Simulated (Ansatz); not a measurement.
Two members of one family (Oligo(phenylene vinylene)), computed with Ansatz in the gas phase. The two geometries come from different levels. Binding counts from free atoms in the multiplicity of their measured ground term, without zero-point energy. The structures are stationary points that may keep the symmetry of their start.

First: [H]/C=C/c1ccc(/C=C/c2ccc(/C=C/c3ccc(/C=C/c4ccccc4)cc3)cc2)cc1 (singlet, charge 0, r2SCAN-D4/def2-SVP geometry).

```xyz
58

H    -1.9941   -0.4918   13.7064
C    -1.8003   -0.2017   12.6711
C    -1.7611   -1.1226   11.6920
C    -1.5096   -0.8952   10.2679
C    -1.5332   -1.9915    9.3786
C    -1.3085   -1.8347    8.0178
C    -1.0441   -0.5613    7.4672
C    -0.8078   -0.3244    6.0511
C    -0.8153   -1.2523    5.0588
C    -0.5873   -1.0176    3.6427
C    -0.3123    0.2583    3.0924
C    -0.1088    0.4295    1.7336
C    -0.1658   -0.6635    0.8337
C     0.0364   -0.5392   -0.5992
C     0.3008    0.6016   -1.2896
C     0.5005    0.7279   -2.7235
C     0.4317   -0.3634   -3.6252
C     0.6305   -0.1906   -4.9842
C     0.9104    1.0849   -5.5331
C     1.1269    1.3228   -6.9518
C     1.0739    0.4040   -7.9499
C     1.2909    0.6438   -9.3714
C     1.1633   -0.4372  -10.2708
C     1.3573   -0.2669  -11.6417
C     1.6871    0.9917  -12.1520
C     1.8197    2.0765  -11.2750
C     1.6253    1.9074   -9.9070
C     0.9793    2.1716   -4.6351
C     0.7800    1.9982   -3.2711
C    -0.4371   -1.9355    1.3829
C    -0.6424   -2.1071    2.7465
C    -1.0163    0.5352    8.3599
C    -1.2421    0.3764    9.7204
H    -1.6398    0.8647   12.4811
H    -1.9372   -2.1724   11.9618
H    -1.7366   -2.9903    9.7793
H    -1.3371   -2.7152    7.3701
H    -0.6079    0.7217    5.7920
H    -1.0154   -2.2987    5.3199
H    -0.2586    1.1325    3.7465
H     0.1001    1.4342    1.3554
H    -0.0410   -1.4820   -1.1530
H     0.3782    1.5443   -0.7358
H     0.2181   -1.3665   -3.2472
H     0.5695   -1.0624   -5.6407
H     1.3517    2.3641   -7.2084
H     0.8414   -0.6363   -7.6950
H     0.9047   -1.4251   -9.8766
H     1.2515   -1.1221  -12.3161
H     1.8407    1.1302  -13.2269
H     2.0783    3.0654  -11.6660
H     1.7372    2.7687   -9.2424
H     1.1951    3.1700   -5.0286
H     0.8393    2.8617   -2.6007
H    -0.4868   -2.8011    0.7150
H    -0.8514   -3.1070    3.1415
H    -0.8108    1.5341    7.9604
H    -1.2113    1.2545   10.3720
```

```json
{"level": "PBE-D4/def2-SVP", "HOMO (eV)": "-4.69", "LUMO (eV)": "-2.90", "gap (eV)": "1.79", "binding per atom (eV)": "5.46"}
{"level": "PBE0-D4/def2-SVP", "HOMO (eV)": "-5.42", "LUMO (eV)": "-2.29", "gap (eV)": "3.12", "binding per atom (eV)": "5.35"}
```

Second: [H]/C=C/c1ccc(/C=C/c2ccc(/C=C/c3ccc(/C=C/c4ccc(/C=C/c5ccccc5)cc4)cc3)cc2)cc1 (singlet, charge 0, PBE-D4/def2-SVP geometry).

```xyz
72

H   -16.404   -0.886   -4.973
C   -15.373   -1.016   -4.612
C   -14.404   -0.139   -4.961
C   -12.993   -0.162   -4.563
C   -12.127    0.864   -5.006
C   -10.780    0.886   -4.644
C   -10.222   -0.120   -3.817
C    -8.813   -0.042   -3.452
C    -8.128   -0.889   -2.629
C    -6.726   -0.797   -2.250
C    -5.843    0.202   -2.743
C    -4.515    0.262   -2.336
C    -3.980   -0.673   -1.407
C    -2.603   -0.641   -0.938
C    -1.625    0.228   -1.330
C    -0.254    0.285   -0.843
C     0.257   -0.565    0.175
C     1.571   -0.458    0.617
C     2.462    0.505    0.072
C     3.838    0.674    0.514
C     4.466    0.005    1.525
C     5.839    0.189    1.973
C     6.751    1.092    1.370
C     8.050    1.232    1.851
C     8.524    0.482    2.961
C     9.894    0.678    3.419
C    10.506    0.052    4.463
C    11.880    0.246    4.923
C    12.787    1.151    4.314
C    14.090    1.296    4.797
C    14.530    0.546    5.903
C    13.647   -0.354    6.520
C    12.342   -0.499    6.036
C     7.613   -0.425    3.562
C     6.315   -0.566    3.080
C     1.955    1.347   -0.952
C     0.637    1.241   -1.393
C    -4.859   -1.673   -0.921
C    -6.190   -1.735   -1.332
C   -11.091   -1.155   -3.379
C   -12.433   -1.175   -3.743
H   -15.183   -1.880   -3.955
H   -14.681    0.701   -5.624
H   -12.533    1.664   -5.647
H   -10.132    1.702   -5.001
H    -8.272    0.812   -3.895
H    -8.672   -1.736   -2.176
H    -6.211    0.948   -3.463
H    -3.872    1.057   -2.740
H    -2.356   -1.408   -0.184
H    -1.869    0.984   -2.095
H    -0.396   -1.324    0.631
H     1.922   -1.138    1.408
H     4.406    1.443   -0.039
H     3.896   -0.753    2.089
H     6.434    1.696    0.507
H     8.736    1.942    1.362
H    10.468    1.420    2.838
H     9.931   -0.691    5.043
H    12.466    1.747    3.448
H    14.775    2.004    4.307
H    15.557    0.664    6.279
H    13.978   -0.946    7.387
H    11.652   -1.206    6.524
H     7.931   -1.031    4.422
H     5.630   -1.277    3.568
H     2.621    2.102   -1.396
H     0.273    1.913   -2.185
H    -4.476   -2.415   -0.203
H    -6.847   -2.525   -0.934
H   -10.700   -1.962   -2.742
H   -13.070   -1.998   -3.383
```

**Question.** Estimate the same table for the second.

**Answer.** 
```
           level  HOMO (eV)  LUMO (eV)  gap (eV)  binding per atom (eV)
 PBE-D4/def2-SVP      -4.63      -3.00      1.63                   5.48
PBE0-D4/def2-SVP      -5.34      -2.42      2.92                   5.37
```
